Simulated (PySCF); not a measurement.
# Correlation energy of Sn²⁺ (tin, charge +2)

[Kr] 4d10 5s2, closed-shell 1S. Calculation: PySCF 2.14, in aug-cc-pVQZ-DK3 (9s8p6d3f2g, 102 functions); the spin-free X2C one-electron Hamiltonian (Gaussian nucleus). Frozen: [Kr] 4d10; 2 electrons correlated.

With two correlated electrons CCSD is exact within the correlated space (frozen core and kept virtual orbitals).

```tsv
level	correlation energy (mhartree)
CCSD	-34.52
```

Diagnostics: T1 = 0.0042, D1 = 0.0059, largest double amplitude 0.099.

Cost of the coupled-cluster step: roughly 4 core-seconds, for 2 correlated electrons.

Iterations:

```
CC2 = 0
CCSD nocc = 1, nmo = 79
frozen orbitals [0, 1, 2, 3, 4, 5, 6, 7, 8, 9, 10, 11, 12, 13, 14, 15, 16, 17, 18, 19, 20, 21, 22]
max_cycle = 100
direct = 0
conv_tol = 1e-08
conv_tol_normt = 1e-06
diis_space = 8
diis_start_cycle = 0
Init t2, MP2 energy = -6172.79182618479  E_corr(MP2) -0.0257563733807527
Init E_corr(CCSD) = -0.0257563733810557
cycle = 1  E_corr(CCSD) = -0.030963294778761  dE = -0.0052069214  norm(t1,t2) = 0.0387856
cycle = 2  E_corr(CCSD) = -0.0330483361543248  dE = -0.00208504138  norm(t1,t2) = 0.016532
cycle = 3  E_corr(CCSD) = -0.0345317917762364  dE = -0.00148345562  norm(t1,t2) = 0.00709367
cycle = 4  E_corr(CCSD) = -0.0345198247779998  dE = 1.19669982e-05  norm(t1,t2) = 0.00019838
cycle = 5  E_corr(CCSD) = -0.0345205924821756  dE = -7.67704176e-07  norm(t1,t2) = 1.85324e-05
cycle = 6  E_corr(CCSD) = -0.0345201637678237  dE = 4.28714352e-07  norm(t1,t2) = 3.22577e-06
cycle = 7  E_corr(CCSD) = -0.0345200963429001  dE = 6.74249236e-08  norm(t1,t2) = 4.11459e-07
cycle = 8  E_corr(CCSD) = -0.0345201152092228  dE = -1.88663227e-08  norm(t1,t2) = 8.8525e-08
cycle = 9  E_corr(CCSD) = -0.0345201145864288  dE = 6.22793983e-10  norm(t1,t2) = 6.60568e-09
CCSD converged
E(CCSD) = -6172.800589925993  E_corr = -0.03452011458642879
```
